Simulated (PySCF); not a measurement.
**EPR parameters of [C3H6F2O2Si]+**

Compound: C3H6F2O2Si (charge +1 and doublet state).
Atom-mapped SMILES: `[F:1][CH:2]([F:3])[O:4][CH+:5][CH:6][O:7][SiH3:8]` (hydrogens: H9 on C2; H10 on C5; H11 on C6; H12, H13, H14 on Si8)

Geometry (GFN2-xTB, Å), atoms numbered from 1 in this order:
```
atom  x, y, z in Å
F1    -2.6437    0.4862   -0.2480
C2    -2.5530   -0.2396    0.8736
F3    -2.2298   -1.4841    0.4992
O4    -1.5697    0.2797    1.7011
C5    -0.3179    0.3901    1.2935
C6     0.2041    0.0423    0.0623
O7     1.4606    0.2203   -0.1734
Si8    2.6171    0.0296   -1.3633
H9    -3.5110   -0.2359    1.4140
H10    0.3222    0.8113    2.0633
H11   -0.4087   -0.3826   -0.7299
H12    3.5335   -0.8113   -0.5851
H13    2.0429   -0.5365   -2.5765
H14    3.0526    1.4300   -1.4129
```

The hyperfine couplings belong to this conformer and change with its torsions.

Method: PySCF, UKS B3LYP, pcH-1 on C F H O Si, non-relativistic, mean-field spin-orbit, GIAO. One conformer (not necessarily the lowest) at the GFN2-xTB geometry, without solvent, vibrations or thermal averaging. A GFN2-xTB geometry isn't a minimum of the functional, and hyperfine couplings can be far from their values at a DFT geometry, by a factor of two or more for some ions and for spin on atoms past the first row. The SCF solution wasn't tested for stability.

* g1, g2, g3: 2.00260, 2.00507, 2.00593
* g_iso: 2.00453
* Form of g: rhombic: the two nearest values differ by 26 % of g3 − g1
* ⟨S²⟩: 0.7529 (exact 0.7500)
* α and β electrons: 36, 35

Isotropic coupling and dipolar principal values T1 to T3, in mT; ρ(0) is the spin density at the nucleus (MHz turned into mT with g_iso):

| atom | isotope | a_iso | of which spin–orbit | T1 | T2 | T3 | Mulliken spin population | ρ(0) (bohr⁻³) |
| --- | --- | --- | --- | --- | --- | --- | --- | --- |
| F1 | 19F | -0.18 | 0.00 | -0.55 | -0.42 | 0.97 | 0.01 | -0.0012 |
| C2 | 13C | -0.14 | 0.00 | -0.03 | -0.03 | 0.06 | -0.01 | -0.0036 |
| F3 | 19F | -0.18 | 0.00 | -0.56 | -0.43 | 0.99 | 0.01 | -0.0012 |
| O4 | 17O | -0.73 | 0.00 | -2.20 | 1.08 | 1.13 | 0.15 | 0.0340 |
| C5 | 13C | 0.71 | 0.00 | -1.31 | -1.21 | 2.52 | 0.39 | 0.0178 |
| C6 | 13C | -0.10 | 0.00 | -0.82 | -0.69 | 1.50 | 0.23 | -0.0024 |
| O7 | 17O | -0.91 | -0.01 | -3.02 | 1.49 | 1.52 | 0.22 | 0.0417 |
| Si8 | 29Si | 0.57 | 0.00 | -0.02 | 0.00 | 0.02 | -0.02 | -0.0180 |
| H9 | 1H | -0.07 | 0.00 | -0.09 | -0.08 | 0.18 | 0.00 | -0.0004 |
| H10 | 1H | -1.07 | 0.00 | -0.53 | -0.17 | 0.71 | -0.02 | -0.0067 |
| H11 | 1H | -0.70 | 0.00 | -0.37 | -0.17 | 0.54 | -0.01 | -0.0044 |
| H12 | 1H | 1.69 | 0.00 | -0.08 | -0.03 | 0.11 | 0.03 | 0.0106 |
| H13 | 1H | -0.08 | 0.00 | -0.06 | -0.05 | 0.11 | 0.00 | -0.0005 |
| H14 | 1H | 1.70 | 0.00 | -0.08 | -0.03 | 0.11 | 0.03 | 0.0107 |

The largest Mulliken spin populations are on C5 (+0.39), C6 (+0.23), O7 (+0.22) and O4 (+0.15).

The SMILES `FC(F)O[CH+][CH]O[SiH3]` draws the unpaired electron on C6, whose computed spin population is only +0.23.

Axes: g3 points within 10° of the O7–Si8 bond.

Under fast tumbling the dipolar parts average out, and these isotropic splittings remain: 3 × 1H (H12/H13/H14, I = 1/2, 4 lines) with 1.10 mT, 1 × 1H (H10, I = 1/2, 2 lines) with 1.07 mT, 1 × 1H (H11, I = 1/2, 2 lines) with 0.70 mT, 2 × 19F (F1/F3, I = 1/2, 3 lines) with 0.18 mT and 1 × 1H (H9, I = 1/2, 2 lines) with 0.07 mT.

Class means assume fast exchange of nuclei equivalent by connectivity; if that motion is slow, each nucleus keeps its own coupling. The three 1H nuclei of mean +30.9 MHz run from -2.2 to 47.8 MHz in the frozen geometry.

The 13C coupling of C5 (20.0 MHz) shows only in satellite lines or after enrichment, since that isotope makes up about 1.07 % of natural carbon.

The 17O coupling of O7 (-25.4 MHz) shows only in satellite lines or after enrichment, since that isotope makes up about 0.038 % of natural oxygen.
